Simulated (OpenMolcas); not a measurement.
An OpenMolcas run meant for Ca (ANO-R2, X2C; inactive shells 1s 2s 2p 3s 3p; intended active space 2 electrons in 8 orbitals (4s 4p 5s 5p)). One step of its input:

```
&CASPT2
Multistate=1 1
Frozen=2 3
IPEA=-0.25
Imaginary=0.1
MaxIter=60
WThr=0.0 0.3 0.05
PrWF=0.5
NoMix
```

The run finished. Its levels beside those of a sound run (SS-CASPT2, IPEA 0.25 Eh, imaginary shift 0.1 Eh (closed shells correlated: 3s 3p)), in eV above each run's lowest level:

```csv
Level,This run,Usual run
4s2 1S0,0.0000,0.0000
4s 4p 3P* 0,1.8759,1.8903
4s 4p 3P* 1,1.8807,1.8951
4s 4p 3P* 2,1.8902,1.9046
```

Task: Which setting is unsound, and how much does it matter here?

Result: The IPEA shift is negative. Against the sound run the excited levels shown move by 120 cm-1 on average and by 120 cm-1 at most.

Some high roots are left out of the spin-orbit mixing, which shifts the levels that they would mix with. Active for correlation alone: 5p 5s; no level in the range computed is led by a configuration that fills them, so any true level of that kind is missing. The ANO-R sets hold no well-fitted valence p shell for this element, so s → p excitations can come out far too high. Levels of configurations outside the active space are missing.

* marks odd parity.
